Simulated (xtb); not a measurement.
H₄BN, charge +1, doublet, geometry from GFN2-xTB (a state made from the parent by changing its charge; the spin is typed, not shown lowest), atoms displaced at random by about 0.1 Å a coordinate; GFN2-xTB in xtb.

xtb was given this input:
```
$ xtb mol.xyz --gfn 2 --chrg 1 --uhf 1 --opt lax --json

# file mol.xyz
6

B     -0.82682894     0.07630600    -0.09983937
N      0.66185403    -0.07858114     0.02212069
H     -1.42862799    -0.77505218    -0.13672736
H     -1.30208508     0.89370018     0.21538256
H      1.28758625     0.76598777    -0.28532620
H      1.31820516    -0.91470178     0.20569362
```

Output, abridged:

```
   ID    Z sym.   atoms
    1    5 B      1
    2    7 N      2
    3    1 H      3-6

           -------------------------------------------------
          |                Calculation Setup                |
           -------------------------------------------------

           -------------------------------------------------
          |                 G F N 2 - x T B                 |
           -------------------------------------------------

          ...................................................
          :                      SETUP                      :
          :.................................................:
          :  # basis functions                  12          :
          :  # atomic orbitals                  12          :
          :  # shells                            8          :
          :  # electrons                        11          :
          :  max. iterations                   250          :
          :  Hamiltonian                  GFN2-xTB          :
          :  restarted?                      false          :
          :  GBSA solvation                  false          :
          :  PC potential                    false          :
          :  electronic temp.          300.0000000     K    :
          :  accuracy                    1.0000000          :
          :  -> integral cutoff          0.2500000E+02      :
          :  -> integral neglect         0.1000000E-07      :
          :  -> SCF convergence          0.1000000E-05 Eh   :
          :  -> wf. convergence          0.1000000E-03 e    :
          :  Broyden damping             0.4000000          :
          :  net charge                          1          :
          :  unpaired electrons                  1          :
          ...................................................

 iter      E             dE          RMSdq      gap      omega  full diag
   1     -5.5566827 -0.555668E+01  0.117E+01    3.38       0.0  T
   2     -5.5101448  0.465379E-01  0.657E+00    4.53       1.0  T
   3     -5.6223699 -0.112225E+00  0.615E+00    3.42       1.0  T
   4     -5.7252254 -0.102855E+00  0.188E+00    3.98       1.0  T
   5     -5.7340115 -0.878609E-02  0.635E-01    4.05       1.0  T
   6     -5.7339650  0.465088E-04  0.257E-01    4.03       1.0  T
   7     -5.7339348  0.302040E-04  0.129E-01    4.07       1.0  T
   8     -5.7340436 -0.108796E-03  0.220E-02    4.05       1.9  T
   9     -5.7340425  0.105325E-05  0.206E-02    4.05       2.0  T
[...]
         :: total energy              -5.626126124389 Eh    ::
 * total energy  :    -5.6261261 Eh     change       -0.5316245E-09 Eh
 * total energy  :    -5.6775053 Eh     change       -0.5137919E-01 Eh
 * total energy  :    -5.6842127 Eh     change       -0.6707406E-02 Eh
 * total energy  :    -5.6847608 Eh     change       -0.5481315E-03 Eh
 * total energy  :    -5.6850624 Eh     change       -0.3015629E-03 Eh
 * total energy  :    -5.6852153 Eh     change       -0.1528984E-03 Eh
 * total energy  :    -5.6852725 Eh     change       -0.5716790E-04 Eh
 * total energy  :    -5.6853074 Eh     change       -0.3490627E-04 Eh
 * total energy  :    -5.6853289 Eh     change       -0.2153479E-04 Eh
 * total energy  :    -5.6853362 Eh     change       -0.7277409E-05 Eh
   *** GEOMETRY OPTIMIZATION CONVERGED AFTER 10 ITERATIONS ***
         :: total energy              -5.685336194755 Eh    ::
[...]
      -------------------------------------------------------------
                  HL-Gap            0.1794370 Eh            4.8827 eV
             Fermi-level           -0.6236400 Eh          -16.9701 eV

     #   Z          covCN         q      C6AA      α(0)
     1   5 B        2.705     0.225    18.068     7.130
     2   7 N        2.560    -0.170    24.711     7.383
     3   1 H        0.932     0.194     1.126     1.660
     4   1 H        0.932     0.194     1.127     1.660
     5   1 H        0.860     0.278     0.782     1.385
     6   1 H        0.860     0.278     0.782     1.385

 Mol. C6AA /au·bohr⁶  :        171.087540
 Mol. C8AA /au·bohr⁸  :       4037.288239
 Mol. α(0) /au        :         20.602572

Wiberg/Mayer (AO) data.
largest (>0.10) Wiberg bond orders for each atom

 ---------------------------------------------------------------------------
     #   Z sym  total        # sym  WBO       # sym  WBO       # sym  WBO
 ---------------------------------------------------------------------------
     1   5 B    3.317 --     2 N    1.754     3 H    0.753     4 H    0.753
     2   7 N    3.591 --     1 B    1.754     6 H    0.874     5 H    0.873
     3   1 H    0.912 --     1 B    0.753
     4   1 H    0.911 --     1 B    0.753
     5   1 H    0.922 --     2 N    0.873
     6   1 H    0.922 --     2 N    0.874
 ---------------------------------------------------------------------------

Topologies differ in total number of bonds
Writing topology from bond orders to xtbtopo.mol

molecular dipole:
                 x           y           z       tot (Debye)
 q only:       -0.207      -0.003      -0.022
   full:       -0.074      -0.008      -0.026       0.200
molecular quadrupole (traceless):
                xx          xy          yy          xz          yz          zz
 q only:        4.653      -0.264      -0.539      -0.168      -0.172      -4.115
  q+dip:        5.543      -0.274       0.301      -0.221      -0.176      -5.843
   full:        4.434      -0.237      -0.023      -0.190      -0.517      -4.411

optimized geometry written to: xtbopt.xyz

           -------------------------------------------------
          | TOTAL ENERGY               -5.685336194755 Eh   |
          | GRADIENT NORM               0.000728888943 Eh/α |
          | HOMO-LUMO GAP               4.882729789283 eV   |
           -------------------------------------------------

normal termination of xtb
```
